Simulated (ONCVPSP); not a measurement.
**Before and after: ONCV potential for I**

```json
{
 "Element": "iodine (I)",
 "Generator": "ONCVPSP 4.0.1",
 "Type": "optimised norm-conserving Vanderbilt (ONCV)",
 "Functional": "LDA (Perdew-Zunger)",
 "Relativity": "scalar-relativistic",
 "Frozen core": "[Ar] 3d10",
 "Valence charge": "25",
 "Reference configuration": "4s2 4p6 4d10 5s1.75 5p5.25",
 "Partial waves": "4s+5s: rc 1.30 bohr, ncon 5, nbas 8, qcut 10.3 1/bohr, 2 projectors; 4p+5p: rc 1.15 bohr, ncon 3, nbas 7, qcut 9.4 1/bohr, 2 projectors; 4d: rc 1.15 bohr, ncon 4, nbas 9, qcut 15.7 1/bohr, local",
 "Local potential": "the d channel",
 "Core correction": "Teter function, fcfact 3.5, rcfact 1.3"
}
```

All-electron outer shells of the reference configuration (LDA (Perdew-Zunger), scalar-relativistic, ld1.x):

| shell | level (eV) | outermost node (bohr) | outermost maximum (bohr) |
| --- | --- | --- | --- |
| 3p | -859.27 | 0.13 | 0.28 |
| 3d | -606.58 | – | 0.23 |
| 4s | -180.50 | 0.37 | 0.68 |
| 4p | -127.68 | 0.37 | 0.72 |
| 4d | -50.66 | 0.35 | 0.78 |
| 5s | -17.84 | 0.88 | 1.70 |
| 5p | -7.38 | 0.96 | 2.02 |

Change: s: rc 1.84.

Cutoffs: the cutoffs (Ha) at which the residual kinetic energy of the hardest occupied pseudo-wave falls to 1 and 0.1 mHa per electron; they do not see the model core or the augmentation charge, which bear on the density cutoff. Errors are all-electron minus pseudo energies relative to the spin-unpolarised reference configuration.

**Question.** Predict the effect on cutoff, ghosts and configuration errors.

**Answer.** The potential gets neither clearly harder nor softer (63 Ha and 76 Ha → 63 Ha and 76 Ha); the d channel sets the loose cutoff, while the largest relative change is in s, which becomes softer; the errors of the 4 common tests hardly move; neither file shows a bound ghost.

| quantity | base | changed |
| --- | --- | --- |
| cutoff, loose | 63 Ha | 63 Ha |
| cutoff, tight | 76 Ha | 76 Ha |
| loose cutoff by channel | s 43 Ha, p 28 Ha, d 63 Ha | s 27 Ha, p 28 Ha, d 63 Ha |
| bound ghosts | none | none |
| GHOST(+) flags under 300 eV | none | none |
| error for 4s2 4p6 4d10 5s2 5p5, meV [ΔE -2.61 eV] | +0.2 | +0.2 |
| error for 4s2 4p6 4d10 5s2 5p4, meV [ΔE 8.70 eV] | -2.0 | -1.9 |
| error for 4s2 4p6 4d10 5s2 5p3, meV [ΔE 28.76 eV] | -6.3 | -5.9 |
| error for 4s2 4p6 4d10 5s2 5p4.5, meV [ΔE 2.01 eV] | -0.6 | -0.7 |
| p: phases at 1.17 bohr within 0.05 rad from the reference energy up to (Ha; the scan ends near 5) | to the end of the scan | to the end of the scan |
| d: phases at 1.17 bohr within 0.05 rad from the reference energy up to (Ha; the scan ends near 5) | to the end of the scan | to the end of the scan |
| rms error of d²Exc/dni dnj with the model core, mHa | 0.80 | 0.88 |
